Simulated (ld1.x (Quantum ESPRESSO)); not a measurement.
## Ranking TM semilocal potentials for Pb (Z = 82)

All share these settings but for the change named:

ld1.x (Quantum ESPRESSO) 7.5 input, shortened:

```
&input
   title='Pb', zed=82., rel=1, dft='PBE', iswitch=3,
   config='[Xe] 4f14 5d10 6s2 6p2 6d-2'
 /
 &inputp
   pseudotype=1, tm=.true., lloc=2,
   nlcc=.false.
 /
3
6S  1  0   2.00   0.00  1.75  1.75  0.0
6P  2  1   2.00   0.00  2.25  2.25  0.0
6D  3  2  -2.00   0.05  2.15  2.15  0.0
 &test
   configts(1)='6s2 6p2'
 /
```

Test errors are all-electron minus pseudo excitation energies from the reference, over 6s2 6p1; 6s2 6p0; 6s1 6p0; 6s1 6p3; 6s0 6p4; 6s1 6p2; 6s2 6p2.3. None of these files shows a bound ghost.

The base gives 170.5 meV.

Of 11 variants that were run, those that failed, showed a ghost or another fault, or gave nearly equal values are left out.

A variant can come out equal or close to the base, since the largest error may sit in a test that the change hardly touches while other tests move.

Problem. Rank these variants by their largest absolute test error, smallest first.
A. wave 6p (bound): rc 2.25 bohr becomes 6p (bound): rc 3.08 bohr
B. core correction a·sin(br)/r model core inside 1.76 bohr
C. functional LDA (PZ)
D. wave 6d channel at 0.05 Ry: rc 2.15 bohr becomes 6d channel at 0.05 Ry: rc 1.68 bohr

Solution. A (146.2 meV), D (170.5 meV), C (272.4 meV), B (609.7 meV).
